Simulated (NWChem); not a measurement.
System: BNH anion

The following NWChem deck was run.

```
start job
memory heap 200 mb stack 700 mb global 900 mb
charge -1
geometry units angstroms noautosym nocenter noautoz
  B      0.000000     0.000000    -0.593351
  N      0.000000     0.000000     0.669057
  H      0.000000     0.000000    -1.789348
end
basis spherical
  B library def2-svp
  N library def2-svp
  H library def2-svp
end
dft
  xc hfexch
  iterations 150
end
property
  efieldgrad
end
task dft property
```

NWChem printed, in part:

```
             Northwest Computational Chemistry Package (NWChem) 7.3.0
             --------------------------------------------------------

                             Geometry "geometry" -> ""
                             -------------------------

 Output coordinates in angstroms (scale by  1.889725989 to convert to a.u.)

  No.       Tag          Charge          X              Y              Z
 ---- ---------------- ---------- -------------- -------------- --------------
    1 B                    5.0000     0.00000000     0.00000000    -0.59335100
    2 N                    7.0000     0.00000000     0.00000000     0.66905700
    3 H                    1.0000     0.00000000     0.00000000    -1.78934800

 Effective nuclear repulsion energy (a.u.)      18.3903803730

  xc_inp: hfexch multiplicative factor not found.
                              NWChem Property Module
                              ----------------------

  itol2e modified to match energy
  convergence criterion.

                                 NWChem DFT Module
                                 -----------------

 Summary of "ao basis" -> "ao basis" (spherical)
 ------------------------------------------------------------------------------
       Tag                 Description            Shells   Functions and Types
 ---------------- ------------------------------  ------  ---------------------
 B                          def2-svp                 6       14   3s2p1d
 N                          def2-svp                 6       14   3s2p1d
 H                          def2-svp                 3        5   2s1p

  itol2e modified to match energy
  convergence criterion.

            General Information
            -------------------
          SCF calculation type: DFT
          Wavefunction type:  closed shell.
          No. of atoms     :     3
          No. of electrons :    14
           Alpha electrons :     7
            Beta electrons :     7
          Charge           :    -1
          Spin multiplicity:     1
          Use of symmetry is: off; symmetry adaption is: off
          Maximum number of iterations: 150
          AO basis - number of functions:    33
                     number of shells:    15
          Convergence on energy requested:  1.00D-07
          Convergence on density requested:  1.00D-05
          Convergence on gradient requested:  5.00D-04

              XC Information
              --------------
                     Hartree-Fock (Exact) Exchange  1.000

      Superposition of Atomic Density Guess
      -------------------------------------

 Sum of atomic energies:         -79.24745527

 Renormalizing density from      13.00 to     14

      Non-variational initial energy
      ------------------------------

 Total energy =     -83.438044
 1-e energy   =    -153.388595
 2-e energy   =      51.560171
 HOMO         =       0.086216
 LUMO         =       0.413053

   convergence    iter        energy       DeltaE   RMS-Dens  Diis-err
 ---------------- ----- ----------------- --------- --------- ---------
 d= 0,ls=0.0,diis     1    -79.5269260637 -9.79D+01  2.81D-02  4.48D-01
 d= 0,ls=0.0,diis     2    -79.5890374969 -6.21D-02  6.72D-03  9.04D-02
 d= 0,ls=0.0,diis     3    -79.5997433153 -1.07D-02  3.97D-03  1.68D-02
 d= 0,ls=0.0,diis     4    -79.6020486849 -2.31D-03  2.13D-03  8.50D-04
 d= 0,ls=0.0,diis     5    -79.6023988433 -3.50D-04  6.60D-04  8.12D-05
  Resetting Diis
 d= 0,ls=0.0,diis     6    -79.6024240274 -2.52D-05  1.12D-04  4.33D-06
 d= 0,ls=0.0,diis     7    -79.6024250486 -1.02D-06  7.47D-06  4.62D-08
 d= 0,ls=0.0,diis     8    -79.6024250540 -5.43D-09  3.03D-06  1.41D-08

         Total DFT energy =      -79.602425054029
      One electron energy =     -147.951898404770
           Coulomb energy =       60.931075879574
    Exchange-Corr. energy =      -10.971982901783
 Nuclear repulsion energy =       18.390380372950

 Numeric. integr. density =        0.000000000000

                       DFT Final Molecular Orbital Analysis
                       ------------------------------------

 Vector    5  Occ=2.000000D+00  E=-1.954027D-01
              MO Center= -1.6D-15,  5.6D-16,  7.6D-01, r^2= 9.7D-01
   Bfn.  Coefficient  Atom+Function         Bfn.  Coefficient  Atom+Function
  ----- ------------  ---------------      ----- ------------  ---------------
    20      0.517753  2 N  pz                23     -0.338829  2 N  pz
    17     -0.281313  2 N  s                  6     -0.271577  1 B  pz
    16     -0.210748  2 N  s                 30     -0.210878  3 H  s
     2      0.202541  1 B  s                  9     -0.136959  1 B  pz
     1      0.104696  1 B  s                 15     -0.097546  2 N  s

 Vector    6  Occ=2.000000D+00  E=-9.863075D-02
              MO Center=  2.4D-15,  4.1D-16,  2.0D-01, r^2= 1.5D+00
   Bfn.  Coefficient  Atom+Function         Bfn.  Coefficient  Atom+Function
  ----- ------------  ---------------      ----- ------------  ---------------
    18      0.421013  2 N  px                21     -0.326091  2 N  px
     4      0.301439  1 B  px                 7     -0.264000  1 B  px
    19      0.102806  2 N  py                22     -0.079628  2 N  py
     5      0.073608  1 B  py                 8     -0.064466  1 B  py
    13      0.037769  1 B  d  1

 Vector    7  Occ=2.000000D+00  E=-9.863075D-02
              MO Center=  6.1D-16, -2.8D-15,  2.0D-01, r^2= 1.5D+00
   Bfn.  Coefficient  Atom+Function         Bfn.  Coefficient  Atom+Function
  ----- ------------  ---------------      ----- ------------  ---------------
    19      0.421013  2 N  py                22     -0.326091  2 N  py
     5      0.301439  1 B  py                 8     -0.264000  1 B  py
    18     -0.102806  2 N  px                21      0.079628  2 N  px
     4     -0.073608  1 B  px                 7      0.064466  1 B  px
    11     -0.037769  1 B  d -1

 Vector    8  Occ=0.000000D+00  E= 4.185858D-01
              MO Center=  3.4D-14,  3.3D-14, -8.6D-01, r^2= 4.1D+00
   Bfn.  Coefficient  Atom+Function         Bfn.  Coefficient  Atom+Function
  ----- ------------  ---------------      ----- ------------  ---------------
     3      2.582530  1 B  s                 30     -1.800033  3 H  s
    17     -0.784081  2 N  s                  9     -0.335325  1 B  pz
    23      0.261741  2 N  pz                29     -0.148661  3 H  s
    16     -0.102203  2 N  s                 20     -0.101301  2 N  pz
     2     -0.090020  1 B  s                  6      0.088914  1 B  pz

[...]

          -----------------------
          Electric field gradient
          -----------------------

 1 a.u. = 0.324123 10**(16) esu/cm**3  ( or statvolts/cm**2 ) = 0.97174 10**(22) v/m**2

 ------------------------------------------------------------
   Atom      X         Y         Z
 ------------------------------------------------------------
    1 B    0.00000   0.00000  -1.12127
 ------------------------------------------------------------

 Electric field gradient in molecular frame (a.u.)
         XX             YY             ZZ             XY             XZ             YZ
 ------------------------------------------------------------------------------------------
       -0.127117      -0.127117       0.254235      -0.000000       0.000000       0.000000

 Principal components (a.u.) and orientation
 of principal axis w.r.t. absolute frame                      Asymmetry parameter eta
 --------------------------------------------------------------------------------------
        0.254235      -0.127117      -0.127117                       0.000000

        0.000000      -0.000000       1.000000
        0.000000       1.000000      -0.000000
        1.000000       0.000000       0.000000

 ------------------------------------------------------------
   Atom      X         Y         Z
 ------------------------------------------------------------
    2 N    0.00000   0.00000   1.26433
 ------------------------------------------------------------

 Electric field gradient in molecular frame (a.u.)
         XX             YY             ZZ             XY             XZ             YZ
 ------------------------------------------------------------------------------------------
       -0.500957      -0.500957       1.001913      -0.000000      -0.000000       0.000000

 Principal components (a.u.) and orientation
 of principal axis w.r.t. absolute frame                      Asymmetry parameter eta
 --------------------------------------------------------------------------------------
        1.001913      -0.500957      -0.500957                       0.000000

       -0.000000      -0.000000       1.000000
        0.000000       1.000000      -0.000000
        1.000000       0.000000      -0.000000

 ------------------------------------------------------------
   Atom      X         Y         Z
 ------------------------------------------------------------
    3 H    0.00000   0.00000  -3.38138
 ------------------------------------------------------------

 Electric field gradient in molecular frame (a.u.)
         XX             YY             ZZ             XY             XZ             YZ
 ------------------------------------------------------------------------------------------
        0.128491       0.128491      -0.256981       0.000000      -0.000000      -0.000000

 Principal components (a.u.) and orientation
 of principal axis w.r.t. absolute frame                      Asymmetry parameter eta
 --------------------------------------------------------------------------------------
       -0.256981       0.128491       0.128491                       0.000000

       -0.000000       0.000000       1.000000
       -0.000000       1.000000       0.000000
        1.000000      -0.000000      -0.000000
```

Level: Hartree-Fock/def2-SVP. Sets without diffuse functions describe the anion's extra electron poorly. The geometry was optimised at B3LYP/def2-SVPD. NWChem prints the field gradient with the sign opposite to the second derivative of the potential.
